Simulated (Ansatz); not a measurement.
**A geometry optimisation of AlF2H2Si2 with B3LYP-D3(BJ)/def2-SVP**

The starting geometry of this gas-phase doublet was optimised with GFN2-xTB.

```yaml
atoms:
  - { symbol: Al, position_ang: [-1.8154, -2.6195, 1.0715] }
  - { symbol: F, position_ang: [-3.4278, -3.0532, 0.9075] }
  - { symbol: F, position_ang: [-1.8539, -1.1399, 1.8675] }
  - { symbol: Si, position_ang: [0.2287, -3.7454, 0.5306] }
  - { symbol: Si, position_ang: [0.8886, -1.8511, -0.4914] }
  - { symbol: H, position_ang: [2.2933, -1.8494, -0.9833] }
  - { symbol: H, position_ang: [0.5640, -0.4687, -0.9215] }
```

Problem. Predict what it relaxes into with B3LYP-D3(BJ)/def2-SVP.

Solution. It keeps its bonds.

The energy falls by 0.50 eV over 21 steps:

```tsv
step	E − E(last) (eV)
1	0.500
3	0.303
5	0.262
8	0.162
10	0.074
12	0.022
14	0.003
17	0.000
19	0.000
21	0.000
```

Final geometry (Å):

```yaml
atoms:
  - { symbol: Al, position_ang: [-1.5740, -2.3322, 1.1831] }
  - { symbol: F, position_ang: [-2.8242, -2.0894, 0.1101] }
  - { symbol: F, position_ang: [-1.7672, -1.6843, 2.7046] }
  - { symbol: Si, position_ang: [0.3009, -3.8160, 0.7240] }
  - { symbol: Si, position_ang: [0.7684, -2.0269, -0.5371] }
  - { symbol: H, position_ang: [2.0597, -1.2700, -0.5512] }
  - { symbol: H, position_ang: [-0.0862, -1.5084, -1.6525] }
```

The end wasn't checked by frequencies. Open shells are spin-unrestricted. Run with Ansatz 0.2.0, 100 s on 2 threads of Intel(R) Xeon(R) Platinum 8259CL CPU @ 2.50GHz (Skylake/Cascade Lake), with other jobs on the host.
